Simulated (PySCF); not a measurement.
## PBE on O²⁺ (oxygen, charge +2)

Configuration: [He] 2s2 2p2, high-spin 3P determinant. Computed with PySCF 2.14 in cc-pVDZ-DK, with scalar relativity by spin-free X2C-1e.

```
Total energy                                                  : -73.2289 hartree
One-electron energy                                           : -92.5760 hartree
Hartree (Coulomb) energy                                      : 26.7579 hartree
Exchange-correlation energy                                   : -7.4108 hartree
⟨S²⟩                                                          : 2.0013
⟨L²⟩                                                          : 2.003
Sum of ⟨r⟩                                                    : 4.470 bohr
Sum of ⟨r²⟩                                                   : 5.184 bohr²
Traceless quadrupole moment −½Σ⟨3z² − r²⟩ along its main axis : 0.473 e·bohr²
Langevin diamagnetic susceptibility                           : -4.11 ×10⁻⁶ cm³/mol
Time after the integrals                                      : 0.06 s of wall time on 1 thread of Neoverse-V1 (shared host)
```

```json
{"shell": "1s α", "electrons": "1", "mean orbital energy (hartree)": "-20.52964", "rms radius, mean of both spins (bohr)": "0.231"}
{"shell": "1s β", "electrons": "1", "mean orbital energy (hartree)": "-20.47016", "rms radius, mean of both spins (bohr)": "0.231"}
{"shell": "2s α", "electrons": "1", "mean orbital energy (hartree)": "-2.20436", "rms radius, mean of both spins (bohr)": "1.14"}
{"shell": "2s β", "electrons": "1", "mean orbital energy (hartree)": "-2.04322", "rms radius, mean of both spins (bohr)": "1.14"}
{"shell": "2p α", "electrons": "2", "mean orbital energy (hartree)": "-1.65827", "rms radius, mean of both spins (bohr)": "1.11"}
```
